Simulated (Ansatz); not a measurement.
C4H11F2GaSi (`C[Si](C)(C)[CH2][Ga]([F])[F]`). Charge 0, multiplicity 1. The geometry is a stationary point of PBE0-D4/def2-TZVP. It is one conformer, not always the lowest.

```xyz
19

C    -0.913    1.426   -0.702
Si    0.189    0.304    0.319
C     0.369    0.987    2.052
C     1.859    0.124   -0.503
C    -0.615   -1.403    0.407
Ga   -1.135   -2.014   -1.345
F    -2.773   -2.256   -1.906
F     0.001   -2.319   -2.644
H    -0.525    2.448   -0.711
H    -1.930    1.462   -0.303
H    -0.973    1.101   -1.746
H     0.848    1.970    2.035
H    -0.604    1.097    2.537
H     0.982    0.328    2.673
H     2.526   -0.504    0.093
H     1.768   -0.332   -1.493
H     2.340    1.098   -0.625
H    -1.508   -1.392    1.037
H     0.094   -2.124    0.824
```

(1) What is the dipole moment at ωB97M-V/def2-TZVPP? (Estimate.)

(2) And with PBE, r2SCAN, B3LYP? (Estimate.)

(3) Give the Mulliken charges with ωB97M-V, B3LYP, PBE in def2-TZVPP. (Best estimate.)

Answers

(1) The calculation gave: 4.02 D, with components (1.26, 1.58, 3.47) D in this frame, pointing from negative to positive charge.

(2) The calculation gave: PBE 4.00 D, r2SCAN 4.06 D, B3LYP 4.12 D.

(3) Ansatz gave: 
```
atom  ωB97M-V  B3LYP    PBE
  C1    -0.46  -0.40  -0.37
 Si2     0.40   0.43   0.29
  C3    -0.45  -0.39  -0.38
  C4    -0.42  -0.37  -0.34
  C5    -0.47  -0.35  -0.29
 Ga6     0.81   0.76   0.64
  F7    -0.37  -0.38  -0.33
  F8    -0.39  -0.39  -0.34
  H9     0.12   0.10   0.10
 H10     0.13   0.11   0.11
 H11     0.12   0.10   0.10
 H12     0.11   0.09   0.10
 H13     0.11   0.09   0.10
 H14     0.11   0.09   0.10
 H15     0.11   0.09   0.10
 H16     0.12   0.11   0.10
 H17     0.11   0.09   0.10
 H18     0.15   0.12   0.12
 H19     0.13   0.10   0.10
```

B3LYP here is the variant with VWN-RPA as its local correlation; programs differ in this.
